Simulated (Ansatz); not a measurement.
C3H9BSi can be A, `CC1([SiH3])BC1`, or B, `BC(=C)[SiH2]C`.

Calculated with Ansatz (gas phase, PBE0-D4/def2-TZVP geometries, no zero-point term in ΔE). CBS: MP2 limit from def2 TZ/QZ plus the TZ coupled-cluster correction, frozen cores. Functionals use def2-TZVPP. B3LYP here is the variant with VWN-RPA as its local correlation; programs differ in this. One conformer a species, not always the lowest.

**Question.** Which is lower in electronic energy at CCSD(T)/CBS, and by how much? (An estimate is asked.)

**Answer.** Computed: B, by 19.1 kcal/mol.

**Question.** Give E(B) − E(A) in kcal/mol with B3LYP-D4, CCSD/def2-TZVPP, ωB97M-V, B2PLYP, PBE-D4, HF/def2-TZVPP, CCSD(T)/def2-TZVPP. (Estimate.)

**Answer.** The calculation gave: B3LYP-D4 -20.2, CCSD/def2-TZVPP -19.4, ωB97M-V -16.9, B2PLYP -20.1, PBE-D4 -14.9, HF/def2-TZVPP -24.8, CCSD(T)/def2-TZVPP -19.5. None reverses the order clearly.

Largest T1 diagnostic: 0.011.

In def2-TZVPP, CCSD(T) changes the Hartree–Fock value by +5.3 kcal/mol (the triples alone add −0.1 kcal/mol) and MP2 by +7.5 kcal/mol.
